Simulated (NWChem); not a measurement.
System: SiCl$_{2}$F$_{2}$; SMILES F[Si](F)(Cl)Cl

Here is an NWChem input.

```
start job
memory heap 200 mb stack 900 mb global 1100 mb
geometry units angstroms noautosym nocenter noautoz
  F      0.000000     1.288618    -1.266923
  Si     0.000000     0.000000    -0.323471
  F      0.000000    -1.288618    -1.266923
  Cl     1.672895     0.000000     0.806964
  Cl    -1.672895     0.000000     0.806964
end
basis spherical
  * library pcsseg-1
end
dft
  xc bhlyp
  iterations 150
end
property
  shielding 3 1 2 4
  efieldgrad
end
task dft property
```

Output (shortened):

```
             Northwest Computational Chemistry Package (NWChem) 7.3.0
             --------------------------------------------------------

                             Geometry "geometry" -> ""
                             -------------------------

 Output coordinates in angstroms (scale by  1.889725989 to convert to a.u.)

  No.       Tag          Charge          X              Y              Z
 ---- ---------------- ---------- -------------- -------------- --------------
    1 F                    9.0000     0.00000000     1.28861800    -1.26692300
    2 Si                  14.0000     0.00000000     0.00000000    -0.32347100
    3 F                    9.0000     0.00000000    -1.28861800    -1.26692300
    4 Cl                  17.0000     1.67289500     0.00000000     0.80696400
    5 Cl                  17.0000    -1.67289500     0.00000000     0.80696400

 Effective nuclear repulsion energy (a.u.)     380.0162601168

                              NWChem Property Module
                              ----------------------

  itol2e modified to match energy
  convergence criterion.

                                 NWChem DFT Module
                                 -----------------

 Summary of "ao basis" -> "ao basis" (spherical)
 ------------------------------------------------------------------------------
       Tag                 Description            Shells   Functions and Types
 ---------------- ------------------------------  ------  ---------------------
 F                          pcsseg-1                 7       17   3s3p1d
 Si                         pcsseg-1                10       24   4s5p1d
 Cl                         pcsseg-1                10       24   4s5p1d

  itol2e modified to match energy
  convergence criterion.

            General Information
            -------------------
          SCF calculation type: DFT
          Wavefunction type:  closed shell.
          No. of atoms     :     5
          No. of electrons :    66
           Alpha electrons :    33
            Beta electrons :    33
          Charge           :     0
          Spin multiplicity:     1
          Use of symmetry is: off; symmetry adaption is: off
          Maximum number of iterations: 150
          AO basis - number of functions:   106
                     number of shells:    44
          Convergence on energy requested:  1.00D-07
          Convergence on density requested:  1.00D-05
          Convergence on gradient requested:  5.00D-04

              XC Information
              --------------
                        BHLYP Method XC Functional
                     Hartree-Fock (Exact) Exchange  0.500
                        Slater Exchange Functional  0.500 local
                    Becke 1988 Exchange Functional  0.500 non-local
              Lee-Yang-Parr Correlation Functional  1.000

             Grid Information
             ----------------
          Grid used for XC integration:  fine
          Radial quadrature: Mura-Knowles
          Angular quadrature: Lebedev.
          Tag              B.-S. Rad. Rad. Pts. Rad. Cut. Ang. Pts.
          ---              ---------- --------- --------- ---------
          F                   0.50       70           8.0       590
          Si                  1.10      123           8.0       770
          Cl                  1.00      123          10.0       770
          Grid pruning is: on
          Number of quadrature shells:   509
          Spatial weights used:  Erf1

      Superposition of Atomic Density Guess
      -------------------------------------

 Sum of atomic energies:       -1406.42688935

      Non-variational initial energy
      ------------------------------

 Total energy =   -1407.453031
 1-e energy   =   -2706.195649
 2-e energy   =     918.726358
 HOMO         =      -0.443260
 LUMO         =       0.039859

   convergence    iter        energy       DeltaE   RMS-Dens  Diis-err
 ---------------- ----- ----------------- --------- --------- ---------
 d= 0,ls=0.0,diis     1  -1409.5681058232 -1.79D+03  9.79D-03  1.17D+00
 d= 0,ls=0.0,diis     2  -1409.5905059878 -2.24D-02  4.70D-03  9.29D-01
 d= 0,ls=0.0,diis     3  -1409.6676928537 -7.72D-02  5.99D-04  2.64D-02
 d= 0,ls=0.0,diis     4  -1409.6692502799 -1.56D-03  2.63D-04  1.87D-03
 d= 0,ls=0.0,diis     5  -1409.6694364836 -1.86D-04  5.02D-05  6.16D-05
  Resetting Diis
 d= 0,ls=0.0,diis     6  -1409.6694426111 -6.13D-06  1.18D-05  2.18D-06
 d= 0,ls=0.0,diis     7  -1409.6694428607 -2.50D-07  2.24D-06  6.56D-08
 d= 0,ls=0.0,diis     8  -1409.6694428694 -8.66D-09  7.00D-07  1.46D-08

         Total DFT energy =    -1409.669442869376
      One electron energy =    -2707.010597460985
           Coulomb energy =     1015.786793124434
    Exchange-Corr. energy =      -98.461898649629
 Nuclear repulsion energy =      380.016260116804

 Numeric. integr. density =       65.999999610257

                       DFT Final Molecular Orbital Analysis
                       ------------------------------------

 Vector   31  Occ=2.000000D+00  E=-4.435211D-01
              MO Center=  4.7D-09,  5.5D-10,  6.5D-01, r^2= 3.9D+00
   Bfn.  Coefficient  Atom+Function         Bfn.  Coefficient  Atom+Function
  ----- ------------  ---------------      ----- ------------  ---------------
    73      0.392859  4 Cl py                97      0.392859  5 Cl py
    76      0.314501  4 Cl py               100      0.314501  5 Cl py
    67     -0.102503  4 Cl py                91     -0.102503  5 Cl py
    64     -0.100890  4 Cl py                88     -0.100890  5 Cl py
    12     -0.093937  1 F  pz                53      0.093937  3 F  pz

 Vector   32  Occ=2.000000D+00  E=-4.286348D-01
              MO Center= -5.4D-09,  3.2D-10,  7.3D-01, r^2= 4.0D+00
   Bfn.  Coefficient  Atom+Function         Bfn.  Coefficient  Atom+Function
  ----- ------------  ---------------      ----- ------------  ---------------
    73      0.409777  4 Cl py                97     -0.409777  5 Cl py
    76      0.341974  4 Cl py               100     -0.341974  5 Cl py
    67     -0.107525  4 Cl py                91      0.107525  5 Cl py
    64     -0.105557  4 Cl py                88      0.105557  5 Cl py
     7     -0.065569  1 F  px                48      0.065569  3 F  px

 Vector   33  Occ=2.000000D+00  E=-4.193343D-01
              MO Center=  3.5D-09,  2.4D-10,  7.4D-01, r^2= 4.0D+00
   Bfn.  Coefficient  Atom+Function         Bfn.  Coefficient  Atom+Function
  ----- ------------  ---------------      ----- ------------  ---------------
    74     -0.307352  4 Cl pz                98      0.307352  5 Cl pz
    72      0.287558  4 Cl px                96      0.287558  5 Cl px
    77     -0.250471  4 Cl pz               101      0.250471  5 Cl pz
    75      0.239368  4 Cl px                99      0.239368  5 Cl px
    68      0.080235  4 Cl pz                92     -0.080235  5 Cl pz

 Vector   34  Occ=0.000000D+00  E= 3.153417D-02
              MO Center= -3.5D-09, -3.5D-09,  2.0D-01, r^2= 4.0D+00
   Bfn.  Coefficient  Atom+Function         Bfn.  Coefficient  Atom+Function
  ----- ------------  ---------------      ----- ------------  ---------------
    21      1.396900  2 Si s                 20      0.588401  2 Si s
    62     -0.495247  4 Cl s                 86     -0.495247  5 Cl s
    75      0.480848  4 Cl px                99     -0.480848  5 Cl px
    19     -0.368628  2 Si s                 36      0.286149  2 Si pz
     3     -0.282565  1 F  s                 44     -0.282565  3 F  s

 Vector   35  Occ=0.000000D+00  E= 8.249139D-02
              MO Center=  7.2D-11,  2.4D-09, -2.2D-02, r^2= 3.8D+00
   Bfn.  Coefficient  Atom+Function         Bfn.  Coefficient  Atom+Function
  ----- ------------  ---------------      ----- ------------  ---------------
    35      1.054400  2 Si py                32      0.410348  2 Si py
     3     -0.395109  1 F  s                 44      0.395109  3 F  s
    76     -0.282198  4 Cl py               100     -0.282198  5 Cl py
    38      0.169097  2 Si d -1              73     -0.168762  4 Cl py
    97     -0.168762  5 Cl py                12     -0.152468  1 F  pz

 Vector   36  Occ=0.000000D+00  E= 9.202147D-02
              MO Center=  3.9D-10, -2.7D-11, -7.2D-01, r^2= 3.9D+00
   Bfn.  Coefficient  Atom+Function         Bfn.  Coefficient  Atom+Function
  ----- ------------  ---------------      ----- ------------  ---------------
    36      1.186751  2 Si pz                33      0.407678  2 Si pz
    62     -0.378374  4 Cl s                 86     -0.378374  5 Cl s
     3      0.358323  1 F  s                 44      0.358323  3 F  s
    75      0.314270  4 Cl px                99     -0.314270  5 Cl px
    11     -0.177958  1 F  py                52      0.177958  3 F  py

     Multipole analysis of the density
     ---------------------------------

     L   x y z        total         alpha         beta         nuclear
     -   - - -        -----         -----         ----         -------
     0   0 0 0     -0.000000    -33.000000    -33.000000     66.000000

     1   1 0 0     -0.000000     -0.000000     -0.000000      0.000000
     1   0 1 0      0.000000      0.000000      0.000000      0.000000
     1   0 0 1      0.276027      0.040156      0.040156      0.195715

     2   2 0 0    -35.281647   -187.537139   -187.537139    339.792630
     2   1 1 0      0.000000      0.000000      0.000000      0.000000
     2   1 0 1     -0.000000     -0.000000     -0.000000      0.000000
     2   0 2 0    -37.003102    -71.870490    -71.870490    106.737878
     2   0 1 1     -0.000000     -0.000000     -0.000000      0.000000
     2   0 0 2    -36.514017   -111.992178   -111.992178    187.470339

          -----------------------
          Electric field gradient
          -----------------------

 1 a.u. = 0.324123 10**(16) esu/cm**3  ( or statvolts/cm**2 ) = 0.97174 10**(22) v/m**2

 ------------------------------------------------------------
   Atom      X         Y         Z
 ------------------------------------------------------------
    1 F    0.00000   2.43513  -2.39414
 ------------------------------------------------------------

 Electric field gradient in molecular frame (a.u.)
         XX             YY             ZZ             XY             XZ             YZ
 ------------------------------------------------------------------------------------------
        0.727208      -0.668544      -0.058664       0.000000      -0.000000       1.023502

 Principal components (a.u.) and orientation
 of principal axis w.r.t. absolute frame                      Asymmetry parameter eta
 --------------------------------------------------------------------------------------
       -1.431567       0.727208       0.704359                       0.015960

       -0.000000       1.000000       0.000000
        0.801728      -0.000000       0.597690
       -0.597690      -0.000000       0.801728

 ------------------------------------------------------------
   Atom      X         Y         Z
 ------------------------------------------------------------
    2 Si   0.00000   0.00000  -0.61127
 ------------------------------------------------------------

 Electric field gradient in molecular frame (a.u.)
         XX             YY             ZZ             XY             XZ             YZ
 ------------------------------------------------------------------------------------------
        0.023491      -0.038099       0.014608      -0.000000      -0.000000       0.000000

 Principal components (a.u.) and orientation
 of principal axis w.r.t. absolute frame                      Asymmetry parameter eta
 --------------------------------------------------------------------------------------
       -0.038099       0.023491       0.014608                       0.233148

        0.000000       1.000000       0.000001
        1.000000      -0.000000       0.000000
       -0.000000      -0.000001       1.000000

 ------------------------------------------------------------
   Atom      X         Y         Z
 ------------------------------------------------------------
    3 F    0.00000  -2.43513  -2.39414
 ------------------------------------------------------------

 Electric field gradient in molecular frame (a.u.)
         XX             YY             ZZ             XY             XZ             YZ
 ------------------------------------------------------------------------------------------
        0.727208      -0.668544      -0.058664       0.000000      -0.000000      -1.023502

[...]

          -----------------------------------------
          Chemical Shielding Tensors (GIAO, in ppm)
          -----------------------------------------

                                NWChem CPHF Module
                                ------------------

  scftype          =     RHF
  nclosed          =       33
  nopen            =        0
  variables        =     2409
  # of vectors     =        3
  tolerance        = 0.10D-03
  level shift      = 0.00D+00
  max iterations   =       50
  max subspace     =       30

 SCF residual:    3.9208655799713357E-005

Iterative solution of linear equations
  No. of variables     2409
  No. of equations        3
  Maximum subspace       30
        Iterations       50
       Convergence  1.0D-04

   iter   nsub   residual    time
   ----  ------  --------  ---------
     1      3    4.51D-01      33.3
     2      6    4.18D-02      36.8
     3      9    6.24D-03      40.2
     4     12    2.96D-04      43.7
     5     15    2.86D-05      47.1

      Atom:    1  F
        Diamagnetic
    460.2014     -0.0000      0.0000
     -0.0000    479.8083    -15.8654
      0.0000    -15.8654    471.5483

        Paramagnetic
   -205.0645      0.0000     -0.0000
      0.0000   -155.1150    -42.9915
     -0.0000    -42.9915   -152.9922

        Total Shielding Tensor
    255.1368     -0.0000     -0.0000
     -0.0000    324.6934    -58.8570
     -0.0000    -58.8570    318.5561

           isotropic =     299.4621
          anisotropy =     121.6493

          Principal Components and Axis System
                 1           2           3
              380.5616    262.6878    255.1368

      1         0.0000     -0.0000      1.0000
      2         0.7253      0.6885      0.0000
      3        -0.6885      0.7253      0.0000

      Atom:    2  Si
        Diamagnetic
    879.8672      0.0000      0.0000
      0.0000    876.2700      0.0000
      0.0000      0.0000    877.6482

        Paramagnetic
   -449.8716      0.0000     -0.0000
      0.0000   -497.6925      0.0000
     -0.0000      0.0000   -485.1122

        Total Shielding Tensor
    429.9956      0.0000     -0.0000
      0.0000    378.5775      0.0000
     -0.0000      0.0000    392.5360

           isotropic =     400.3697
          anisotropy =      44.4389

          Principal Components and Axis System
                 1           2           3
              429.9956    392.5360    378.5775

      1         1.0000      0.0000     -0.0000
      2         0.0000      0.0000      1.0000
      3        -0.0000      1.0000     -0.0000

      Atom:    3  Cl
        Diamagnetic
   1152.9563     -0.0000      4.4340
     -0.0000   1144.4970     -0.0000
      4.4340     -0.0000   1147.6104

        Paramagnetic
   -142.0069      0.0000     98.3342
      0.0000   -360.0962      0.0000
     98.3342      0.0000   -303.1952

        Total Shielding Tensor
   1010.9494      0.0000    102.7682
      0.0000    784.4008      0.0000
    102.7682      0.0000    844.4153

           isotropic =     879.9218
          anisotropy =     270.0421

          Principal Components and Axis System
                 1           2           3
             1059.9499    795.4148    784.4008

      1         0.9026     -0.4304      0.0000
      2         0.0000      0.0000      1.0000
      3         0.4304      0.9026     -0.0000
```

Level: BHandHLYP/pcSseg-1, GIAO. The geometry was optimised at PBE0/def2-SVP. NWChem prints the field gradient with the sign opposite to the second derivative of the potential. The output numbers the shielded atoms by their place in the input's list. The printed shielding anisotropy is the first printed principal value minus the mean of the other two.
